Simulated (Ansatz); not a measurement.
The cluster As₃P₂⁺. Charge 1, multiplicity 1. Geometry PBE-D4/def2-SVP.

```xyz
5

P     0.2502    1.3715    0.3092
P     1.5226   -0.5924    0.2938
As   -0.4542   -0.6563    1.5480
As    0.3954   -0.0802   -1.6942
As   -1.7140   -0.0426   -0.4567
```

HSE06 is defined as in plane-wave codes, on full-range PBE exchange. Another isomer (singlet) lies 0.20 eV lower at PBE0-D4/def2-TZVP; other spin states weren't run for this one.

Estimate the orbital energies around the gap (eV) in Ansatz with HF/def2-TZVP, PBE-D4/def2-TZVP, r2SCAN-D4/def2-TZVP, PBE0-D4/def2-TZVP, HSE06-D4/def2-TZVP.


```tsv
orbital	HF/def2-TZVP	PBE-D4/def2-TZVP	r2SCAN-D4/def2-TZVP	PBE0-D4/def2-TZVP	HSE06-D4/def2-TZVP
HOMO−9	-26.43	-20.15	-20.79	-22.02	-21.59
HOMO−8	-24.41	-18.59	-19.15	-20.33	-19.90
HOMO−7	-21.18	-16.56	-16.97	-18.00	-17.58
HOMO−6	-17.25	-13.70	-14.10	-14.85	-14.46
HOMO−5	-17.24	-13.56	-13.94	-14.72	-14.32
HOMO−4	-15.80	-12.84	-13.17	-13.83	-13.45
HOMO−3	-15.63	-12.81	-13.15	-13.77	-13.39
HOMO−2	-14.92	-12.07	-12.35	-13.03	-12.64
HOMO−1	-13.92	-10.94	-11.20	-11.90	-11.52
HOMO	-13.83	-10.94	-11.20	-11.88	-11.50
LUMO	-4.90	-8.62	-8.67	-7.94	-8.32
LUMO+1	-3.86	-7.77	-7.75	-7.04	-7.42
LUMO+2	-3.82	-7.75	-7.71	-7.01	-7.39
LUMO+3	-3.21	-7.27	-7.13	-6.46	-6.84
LUMO+4	-2.72	-6.90	-6.75	-6.06	-6.44
LUMO+5	-2.50	-6.74	-6.56	-5.88	-6.25
```
